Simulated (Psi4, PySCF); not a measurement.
PySCF was given this input:
```python
from pyscf import gto, scf, dft

mol = gto.Mole()
mol.atom = '''
    C    -0.19024082    0.13060277    1.42330928
    C    -0.00498966    0.11664803    0.05908609
    H    -0.28744948    1.05632604    1.97577308
    H    -0.20755370   -0.77968074    2.01169741
    C     0.08676696    1.20492954   -0.78061181
    H     0.17732246    1.09117949   -1.85501323
    H    -0.03223483    2.21755638   -0.41733078
    C     0.10356375   -1.24871026   -0.60034753
    H     0.36600386   -2.02101005    0.12619141
    H    -0.84814294   -1.53662037   -1.06173446
    H     0.86145311   -1.24857125   -1.38819972
'''
mol.basis = '6-31g**'
mol.charge = -1
mol.verbose = 4
mol.build()

mf = dft.RKS(mol)
mf.xc = 'blyp'
mf.grids.atom_grid = (99, 590)
mf.grids.prune = None
mf.kernel()
```

Give the equivalent Psi4 input.

This is not unique; one that fits is 
```
memory 2 GB

molecule mol {
-1 1
C    -0.190241    0.130603    1.423309
C    -0.004990    0.116648    0.059086
H    -0.287449    1.056326    1.975773
H    -0.207554   -0.779681    2.011697
C     0.086767    1.204930   -0.780612
H     0.177322    1.091179   -1.855013
H    -0.032235    2.217556   -0.417331
C     0.103564   -1.248710   -0.600348
H     0.366004   -2.021010    0.126191
H    -0.848143   -1.536620   -1.061734
H     0.861453   -1.248571   -1.388200
}

set {
  basis 6-31g**
  reference rks
  scf_type pk
  puream true
  d_convergence 1e-8
  dft_radial_points 99
  dft_spherical_points 590
}

energy('blyp')
print_variables()
```

Both were run: PySCF gave -156.461332 Eh and Psi4 -156.461331 Eh, 0.001 mEh apart.
